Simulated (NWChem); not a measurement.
System: C₆H₇, doublet; SMILES [C]1=CCCC=C1

```xyz
13

C     -1.4485    -0.1141     0.1175
C     -0.9740     1.1229     0.0933
C      0.5069     1.2770    -0.2670
C      1.3254     0.0672     0.2289
C      0.6414    -1.2561    -0.0456
C     -0.7050    -1.3356    -0.0874
H     -1.5792     2.0081     0.2752
H      0.6007     1.3709    -1.3610
H      0.9109     2.2015     0.1617
H      2.3232     0.0832    -0.2251
H      1.4839     0.1550     1.3175
H      1.2539    -2.1480    -0.1656
H     -1.2187    -2.2763    -0.2681
```
Atoms are numbered in this order, from 1.

Level: B3LYP/6-31G* (spherical d), spin-unrestricted (NWChem), optimised geometry, unscaled harmonic frequencies. 

List the harmonic frequencies with IR intensities, and the thermochemistry.


```
frequency (cm⁻¹)  IR intensity (km/mol)
----------------  ---------------------
195                                 0.4
275                                 2.4
467                                 5.8
523                                 3.4
550                                 2.6
695                                31.8
712                                 6.7
760                                13.6
848                                 0.3
928                                 6.0
959                                 1.8
967                                 2.8
999                                 1.1
1042                                0.2
1071                                2.6
1179                                0.3
1192                                5.1
1238                                0.4
1292                                3.5
1358                                5.9
1382                                1.3
1420                                0.9
1497                                2.1
1508                                1.3
1632                                2.8
1690                                0.3
2988                               20.6
3005                               51.6
3080                               29.9
3082                               29.4
3172                                8.6
3183                                9.5
3199                               23.1
```

zero-point energy: 68.7 kcal/mol
thermal correction to the enthalpy at 298.15 K (with zero-point energy): 72.6 kcal/mol
heat capacity Cv: 19.8 cal/(mol K)
entropy at 298.15 K and 1 atm (symmetry number 1, electronic part: spin degeneracy alone): 73.7 cal/(mol K)
dipole moment: 1.21 D

Rigid rotor and harmonic oscillator.
